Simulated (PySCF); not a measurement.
Does the answer move with the share of exact exchange?

C₃H₅ClOSi.
SMILES: `C1[Si@@H](C=O)[C@@H]1Cl`

Torsions of this conformer, `[O:1]=[CH:2][Si@@H:3]1[CH2:4][C@H:5]1[Cl:6]`: O1–C2–Si3–C4 25°.

PySCF, def2-SVPD basis, density fitting, gas phase, PBE0-D3(BJ)/def2-SVP geometry; singlet excitations by full TDDFT with frozen cores, triplets by Tamm–Dancoff TDDFT and ionisation energies by ΔSCF, from the lowest of the holes tried. One functional is left out:

```json
{"functional": "LDA", "exact exchange (%)": "0", "HOMO energy (eV)": "-6.04", "LUMO energy (eV)": "-3.40", "lowest singlet excitation (eV)": "2.95", "lowest triplet excitation (eV)": "2.41", "dipole moment (D)": "1.996", "mean polarisability (au)": "89.5", "vertical ionisation energy (eV)": "8.80"}
{"functional": "PBE", "exact exchange (%)": "0", "HOMO energy (eV)": "-5.92", "LUMO energy (eV)": "-3.18", "lowest singlet excitation (eV)": "3.03", "lowest triplet excitation (eV)": "2.41", "dipole moment (D)": "1.962", "mean polarisability (au)": "88.5", "vertical ionisation energy (eV)": "8.65"}
{"functional": "PBE0", "exact exchange (%)": "25", "HOMO energy (eV)": "-7.12", "LUMO energy (eV)": "-2.22", "lowest singlet excitation (eV)": "3.21", "lowest triplet excitation (eV)": "2.54", "dipole moment (D)": "2.280", "mean polarisability (au)": "83.3", "vertical ionisation energy (eV)": "8.99"}
{"functional": "BHandHLYP", "exact exchange (%)": "50", "HOMO energy (eV)": "-8.11", "LUMO energy (eV)": "-1.16", "lowest singlet excitation (eV)": "3.37", "lowest triplet excitation (eV)": "2.73", "dipole moment (D)": "2.630", "mean polarisability (au)": "79.9", "vertical ionisation energy (eV)": "9.08"}
```

Q: Predict the row of B3LYP (20 % exact exchange) by straight lines through the other rows, and check it.

A: 
```tsv
property	line	computed	computed − line	PBE0 (25 %), for comparison
HOMO energy (eV)	-6.85	-6.92	-0.07	-7.12
LUMO energy (eV)	-2.44	-2.45	-0.01	-2.22
lowest singlet excitation (eV)	3.15	3.20	+0.05	3.21
lowest triplet excitation (eV)	2.53	2.59	+0.06	2.54
dipole moment (D)	2.233	2.289	+0.056	2.280
mean polarisability (au)	85.1	84.5	-0.6	83.3
vertical ionisation energy (eV)	8.89	8.97	+0.08	8.99
```
